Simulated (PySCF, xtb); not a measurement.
Al(H)2(NMe2) (C2H8AlN), SMILES [N]([AlH2])(C)C.

GFN2-xTB in xtb at its own geometry gives an orbital gap of 3.73 eV and a dipole moment of 1.30 D.

Coordinates come from a PBE0-D3(BJ)/def2-SVP optimisation. The structure was generated by enumeration; whether it is a known compound was not checked.

### Question
What does CAM-B3LYP/def2-TZVP (PySCF) give? (An estimate is asked for; the answer gives what the named calculation found.)

### Answer
gap 7.92 eV (levels -7.80 and 0.12 eV), dipole 0.89 D.
